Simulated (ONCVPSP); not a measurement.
## An all-electron radial function and its pseudo partner (H (Z = 1))

Columns: radius, all-electron u(r) and pseudo u(r) of the 1s shell (level -6.49 eV) of hydrogen in the configuration 1s1; PBE, scalar-relativistic, ONCV scheme, ONCVPSP 4.0.1.

```tsv
r (bohr)	all-electron	pseudo
0.078	0.1384	0.1141
0.155	0.2543	0.2225
0.232	0.3518	0.3230
0.310	0.4341	0.4139
0.388	0.5020	0.4917
0.465	0.5565	0.5551
0.542	0.6002	0.6052
0.620	0.6349	0.6435
0.698	0.6612	0.6710
0.775	0.6801	0.6892
0.852	0.6929	0.7003
0.930	0.7006	0.7059
1.008	0.7036	0.7070
1.085	0.7027	0.7046
1.162	0.6985	0.6995
1.240	0.6914	0.6918
1.318	0.6820	0.6821
1.395	0.6707	0.6707
1.472	0.6578	0.6578
1.550	0.6435	0.6435
1.628	0.6280	0.6280
1.705	0.6119	0.6119
1.782	0.5952	0.5952
1.860	0.5779	0.5779
1.938	0.5602	0.5602
2.015	0.5425	0.5425
```

(1) How many radial nodes do the two functions have?

(2) At about which radius was the pseudo-wave matched?

(3) Is the pseudo-wave norm-conserving?

Answers

(1) The all-electron 1s function has n − l − 1 = 0; the pseudo-wave has 0.

(2) 1.55 bohr. The columns agree to 0.0005 from 1.24 bohr on; several derivatives are matched, so the curves merge somewhat inside the radius.

(3) Yes: the ONCV scheme keeps the norm inside the radius equal to the all-electron one, which fixes the energy derivative of the logarithmic derivative at the level.
